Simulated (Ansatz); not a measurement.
Molecule: BO$_{2}$ (charge 0, doublet). It need not be the lowest isomer of its formula. 
Structure (B3LYP-D3(BJ)/def2-TZVP (Ansatz, an electronic-structure program) minimum search):
```
B
O 1 1.2612
O 1 1.2612 2 180.00
```
Charge 0, spin multiplicity 2.

Basis-set convergence of Hartree-Fock and MP2 correlation energies (hartree) with Ansatz. Correlated levels leave the core frozen unless marked. Open shells are spin-unrestricted. Spin-orbit coupling is left out. No relativistic terms.

The UHF reference is spin-contaminated (<S^2> 0.19 over the pure value in the largest basis). 

```json
[
 {"basis": "cc-pVDZ", "functions": "42", "E(HF)": "-174.44255", "E(corr, MP2)": "-0.39255"},
 {"basis": "cc-pVTZ", "functions": "90", "E(HF)": "-174.49611", "E(corr, MP2)": "-0.49922"},
 {"basis": "cc-pVQZ", "functions": "165", "E(HF)": "-174.50929", "E(corr, MP2)": "-0.53984"}
]
```

Extrapolating the two largest sets (X = 3 and 4) as X^-3: E(corr) = (64·(-0.53984) - 27·(-0.49922))/37 = -0.5695 Eh, an estimate of the basis-set limit. The largest set recovers 94.8 % of it, the smallest 68.9 %.
